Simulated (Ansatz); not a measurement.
The first iterations of a band of Cl2HInO + H2 (7 atoms, charge 0, multiplicity 1).

Method: Ansatz 0.2.0, RKS PBE/def2-SVP.

```json
{
  "movable images": "5",
  "climbing image": "yes",
  "spring": "5.0 eV/Å²",
  "optimiser": "quadratic models (default)",
  "start path": "through a guess of the saddle point",
  "force threshold": "0.03 eV/Å",
  "iteration limit": "60",
  "end points": "relaxed"
}
```

Image 0:

```xyz
7
Properties=species:S:1:pos:R:3
In -0.004 -0.239 0.104
O 0.033 -0.482 2.102
H -0.889 -0.474 2.430
Cl 1.996 -0.363 -1.110
Cl -2.039 0.071 -1.045
H 0.414 2.528 0.903
H 0.355 2.043 1.501
```

Image 6:

```xyz
7
Properties=species:S:1:pos:R:3
In 0.316 0.820 -0.205
O 0.021 0.069 2.029
H -0.873 -0.297 1.804
Cl 1.949 -0.685 -1.020
Cl -1.911 -0.130 -0.331
H 0.523 2.525 -0.068
H -0.159 0.781 2.676
```

| iteration | highest image above the first end (eV) | largest band force component (eV/Å) |
| --- | --- | --- |
| 1 | 1.369 | 3.088 |
| 2 | 0.803 | 2.988 |
| 3 | 0.485 | 7.902 |
| 4 | 0.463 | 1.728 |

Question: Does the band converge within its limit, and where does its top end?

Answer: The forces met the threshold. It ended after 12 iterations with the highest image 0.540 eV above the first end. A vibrational analysis at the climbing image gives one clearly imaginary mode, 992i cm⁻¹: a first-order saddle point. The orbitals stay closed-shell, which can raise the energy where a bond breaks towards radicals; this wasn't checked here.

Run time: 97 s on 2 threads of Arm Neoverse V1, on a shared host, peak memory 0.14 GiB.
